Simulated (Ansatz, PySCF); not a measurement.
The pair A = AlH3 (SMILES [AlH3]) (first 4 atoms), B = C2H6O (SMILES COC); geometry from B3LYP-D3(BJ)/def2-TZVP.
(charge 0, multiplicity 1):
```xyz
13

Al     0.075    -0.212     0.652
H     -1.445    -0.380     0.199
H      0.737     1.210     0.363
H      1.015    -1.500     0.627
C      0.416    -0.983     3.578
O     -0.161    -0.090     2.618
C     -0.962     0.952     3.186
H     -0.377    -1.475     4.144
H      1.067    -0.423     4.253
H      0.991    -1.715     3.020
H     -1.796     0.515     3.739
H     -1.339     1.554     2.364
H     -0.350     1.567     3.847
```

Correlated levels freeze the cores. Rows in 6-31G* carry no dispersion term and start afresh at each structure (6-31G* with six Cartesian d functions).

Run with Ansatz (a first-principles code); PySCF for 6-31G* rows. 

Total energies (hartree), monomers frozen at their geometry in the pair:

```
structure                 HF/6-31G*  B3LYP/6-31G*  CCSD(T)/aug-cc-pV(D+d)Z
---------------------  ------------  ------------  -----------------------
AB                     -397.7147523  -399.2656372             -398.4262682
A in the pair's basis  -243.6095893  -244.1990124             -243.7399469
B in the pair's basis  -154.0652426  -155.0277790             -154.6452309
A                      -243.6091427  -244.1985224             -243.7381978
B                      -154.0619155  -155.0232054             -154.6435505
```

Q: Work out the interaction energy without and with the counterpoise correction, and the superposition error, for each level.

A: 
E(AB) − E(A) − E(B), times 627.509 kcal/mol, with the monomers in their own basis and then in the pair's basis:
- HF/6-31G*: -27.42 uncorrected, -25.05 corrected; the monomers gain 2.37 kcal/mol from borrowed functions
- B3LYP/6-31G*: -27.55 uncorrected, -24.38 corrected; the monomers gain 3.18 kcal/mol from borrowed functions
- CCSD(T)/aug-cc-pV(D+d)Z: -27.94 uncorrected, -25.78 corrected; the monomers gain 2.15 kcal/mol from borrowed functions
